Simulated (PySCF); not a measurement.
Dipole response of Al- (aluminium, charge -1)

[Ne] 3s2 3p2, high-spin 3P determinant. Computed with PySCF 2.14 in aug-cc-pwCVTZ (8s7p5d3f, 75 functions), with no relativity, point nucleus. Coupled (time-dependent) response in atomic units; α is the mean over directions.

```
method  mean α (bohr³)         α xx, yy, zz  C₆ (like pair)  S(−4)
   UHF           293.6  153.4, 363.6, 363.6            5487  65000
```

S(−4) is the Cauchy moment in α(ω) = α(0) + S(−4) ω² + …

α(iu) at UHF:

| u (hartree) | α(iu) (bohr³) |
| --- | --- |
| 0 | 293.6 |
| 0.0500 | 203.5 |
| 0.100 | 125.5 |
| 0.200 | 58.19 |
| 0.300 | 32.46 |
| 0.500 | 13.99 |
| 0.750 | 6.829 |
| 1.00 | 4.076 |
| 1.50 | 1.995 |
| 2.00 | 1.226 |
| 3.00 | 0.6390 |
| 5.00 | 0.2900 |

For an ion, C₆ is the dispersion term alone; charge-induced terms of lower order in 1/R come first.

The components differ because the open shell of this determinant is not spherical; for a pure term their mean is the scalar polarisability.
